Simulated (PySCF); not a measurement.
Vertical excitations of a molecule C2H8InN from TDA-PBE0/def2-SVPD (PySCF 2.14.0), as energy in eV (oscillator strength): 5.18 (0.000), 5.33 (0.083), 5.38 (0.070), 6.20 (0.064), 6.23 (0.007), 6.55 (0.044), 6.67 (0.000), 6.90 (0.095), 7.11 (0.005), 7.31 (0.334). Lowest triplet (TDA): 4.14 eV. Geometry: PBE0-D3(BJ)/def2-SVP. The def2 effective core potentials stand for the cores of In; spin–orbit coupling is left out. One conformer was computed; it need not be the lowest.

### Question
Pick the molecule that these values belong to.
A. C[N](C)[InH2]
B. C[CH2][InH][NH2]
C. [CH3][In]([CH3])[NH2]

### Answer
B, C[CH2][InH][NH2]
